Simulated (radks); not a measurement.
Results of a calculation; reference values are marked as such.
Cu3+, 26 electrons, occupied as [Ar] 3d8.

Level of theory: Dirac Kohn-Sham, PBE, spin-unpolarised, spherical densities, point nucleus; open shells fill j = l - 1/2 first (a radial shooting solver on a logarithmic mesh with Libxc functionals).

Energy parts (hartree):
part                       energy
total                 -1652.39397
kinetic                1681.19328
electron-nucleus      -3939.51660
Hartree                 672.18993
exchange-correlation    -66.26058

Orbitals (lengths in bohr, moments of r in powers of bohr):
1s1/2: occ. 2; eigenvalue (hartree) -326.9031; <r> 0.05213
2s1/2: occ. 2; eigenvalue (hartree) -40.76651; <r> 0.2350
2p1/2: occ. 2; eigenvalue (hartree) -35.92325; <r> 0.2042
2p3/2: occ. 4; eigenvalue (hartree) -35.17030; <r> 0.2075
3s1/2: occ. 2; eigenvalue (hartree) -5.90284; <r> 0.7052
3p1/2: occ. 2; eigenvalue (hartree) -4.39293; <r> 0.7298
3p3/2: occ. 4; eigenvalue (hartree) -4.29541; <r> 0.7397
3d3/2: occ. 4; eigenvalue (hartree) -1.80371; <r> 0.8539
3d5/2: occ. 4; eigenvalue (hartree) -1.79163; <r> 0.8584

The highest occupied level is 3d5/2 at -48.753 eV. The density falls to 0.001 e/bohr^3 at r = 2.65 bohr. Summed over all electrons, <r^2> = 12.90 bohr^2, which gives a Langevin (diamagnetic) susceptibility term of -10.2 x 10^-6 cm^3/mol. For comparison, the ionisation energy in NIST's Atomic Spectra Database is 57.38 eV (semi-empirical). In exact Kohn-Sham theory the highest level is minus the ionisation energy, but local and semilocal functionals leave it too shallow, through self-interaction and a potential that decays too fast; potentials with the right tail come closer.

Beside tabulated values, note that spin-unpolarised runs miss the spin-polarisation part of the exchange energy of open shells.
